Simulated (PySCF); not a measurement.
Basis-set dependence of population analyses: `CSc1ccco1`

Compound: C5H6OS.
SMILES with atom numbers: `[CH3:1][S:2][c:3]1[cH:4][cH:5][cH:6][o:7]1` (hydrogens: H8, H9, H10 on C1; H11 on C4; H12 on C5; H13 on C6)

PBE0 throughout (PySCF), one geometry, spherical d and f functions. The structure is a single PBE0-D3(BJ)/def2-SVP conformer in the gas phase; no vibrational or solvent corrections. The first 7 of 11 kinds of atom are listed.

Mulliken charges (e):

| basis | functions | C1 | S2 | C3 | C4 | C5 | C6 | O7 |
| --- | --- | --- | --- | --- | --- | --- | --- | --- |
| STO-3G | 45 | -0.315 | +0.206 | -0.025 | -0.140 | -0.123 | -0.016 | -0.145 |
| pcSseg-0 | 79 | -0.897 | +0.363 | -0.018 | -0.259 | -0.300 | +0.097 | -0.615 |
| 6-31G | 79 | -0.739 | +0.410 | -0.055 | -0.216 | -0.214 | +0.060 | -0.496 |
| 6-31G* | 114 | -0.691 | +0.188 | +0.112 | -0.235 | -0.223 | +0.045 | -0.421 |
| cc-pVDZ | 132 | -0.181 | +0.001 | +0.051 | -0.038 | -0.045 | +0.093 | -0.192 |
| def2-SVP | 132 | -0.158 | -0.032 | +0.101 | -0.099 | -0.058 | +0.105 | -0.245 |
| pcSseg-1 | 156 | -0.385 | +0.082 | +0.083 | -0.141 | -0.166 | +0.142 | -0.395 |
| aug-cc-pVDZ | 219 | +0.194 | +0.184 | +0.394 | +0.362 | +0.888 | +0.042 | -0.509 |
| 6-311+G(2d,p) | 233 | -0.519 | -0.313 | +0.713 | -0.430 | -0.146 | +0.043 | -0.261 |
| def2-TZVP | 259 | -0.372 | -0.041 | +0.183 | -0.238 | -0.138 | -0.062 | -0.190 |
| cc-pVTZ | 298 | -0.276 | -0.045 | +0.146 | -0.205 | -0.157 | -0.061 | -0.138 |
| IGLO-III | 314 | -0.549 | +0.218 | +0.120 | -0.194 | -0.112 | +0.031 | -0.268 |

IAO charges (e):

```tsv
basis	functions	C1	S2	C3	C4	C5	C6	O7
STO-3G	45	-0.489	+0.269	-0.050	-0.218	-0.196	-0.060	-0.109
pcSseg-0	79	-0.509	+0.152	+0.021	-0.234	-0.211	-0.021	-0.230
6-31G	79	-0.514	+0.150	+0.027	-0.234	-0.207	-0.034	-0.232
6-31G*	114	-0.501	+0.172	+0.040	-0.236	-0.203	-0.011	-0.243
cc-pVDZ	132	-0.497	+0.176	+0.044	-0.245	-0.207	-0.015	-0.240
def2-SVP	132	-0.487	+0.179	+0.042	-0.241	-0.204	-0.012	-0.240
pcSseg-1	156	-0.498	+0.182	+0.037	-0.244	-0.208	-0.016	-0.245
aug-cc-pVDZ	219	-0.503	+0.173	+0.048	-0.251	-0.212	-0.020	-0.246
6-311+G(2d,p)	233	-0.512	+0.185	+0.042	-0.250	-0.212	-0.019	-0.247
def2-TZVP	259	-0.514	+0.191	+0.042	-0.250	-0.212	-0.017	-0.248
cc-pVTZ	298	-0.513	+0.183	+0.045	-0.250	-0.212	-0.017	-0.247
IGLO-III	314	-0.515	+0.194	+0.042	-0.253	-0.213	-0.019	-0.248
```

Q: Which scheme is steadiest as the basis changes?

A: Largest range over the bases for any column: IAO 0.14 e, Mulliken 1.19 e. IAO charges move least and Mulliken charges most, counted in e. Without the minimal STO-3G basis the ranges are IAO 0.04, Mulliken 1.19 e.

Q: How much do the charges still move between the two largest bases, cc-pVTZ and IGLO-III?

A: At most, over all atoms: Mulliken 0.273 e, IAO 0.011 e.

Q: What do the same runs give for the total energy, the frontier levels and the dipole moment?

A: 
```json
{"basis": "STO-3G", "energy (Eh)": "-659.3428", "HOMO (eV)": "-3.19", "LUMO (eV)": "3.79", "μ (D)": "1.11"}
{"basis": "pcSseg-0", "energy (Eh)": "-665.9819", "HOMO (eV)": "-5.97", "LUMO (eV)": "0.36", "μ (D)": "1.22"}
{"basis": "6-31G", "energy (Eh)": "-666.9395", "HOMO (eV)": "-5.68", "LUMO (eV)": "0.65", "μ (D)": "1.19"}
{"basis": "6-31G*", "energy (Eh)": "-667.0510", "HOMO (eV)": "-5.51", "LUMO (eV)": "0.77", "μ (D)": "1.20"}
{"basis": "cc-pVDZ", "energy (Eh)": "-667.0959", "HOMO (eV)": "-5.58", "LUMO (eV)": "0.61", "μ (D)": "1.14"}
{"basis": "def2-SVP", "energy (Eh)": "-666.7562", "HOMO (eV)": "-5.66", "LUMO (eV)": "0.51", "μ (D)": "1.10"}
{"basis": "pcSseg-1", "energy (Eh)": "-667.0255", "HOMO (eV)": "-5.77", "LUMO (eV)": "0.37", "μ (D)": "1.13"}
{"basis": "aug-cc-pVDZ", "energy (Eh)": "-667.1124", "HOMO (eV)": "-5.72", "LUMO (eV)": "-0.14", "μ (D)": "1.10"}
{"basis": "6-311+G(2d,p)", "energy (Eh)": "-667.1625", "HOMO (eV)": "-5.71", "LUMO (eV)": "0.01", "μ (D)": "1.07"}
{"basis": "def2-TZVP", "energy (Eh)": "-667.1896", "HOMO (eV)": "-5.69", "LUMO (eV)": "0.32", "μ (D)": "1.08"}
{"basis": "cc-pVTZ", "energy (Eh)": "-667.1864", "HOMO (eV)": "-5.68", "LUMO (eV)": "0.39", "μ (D)": "1.11"}
{"basis": "IGLO-III", "energy (Eh)": "-667.1909", "HOMO (eV)": "-5.67", "LUMO (eV)": "0.27", "μ (D)": "1.01"}
```

The dipole is fixed by the density alone, so its range of 0.21 D shows that the density itself changes with the basis, not only its division among atoms.
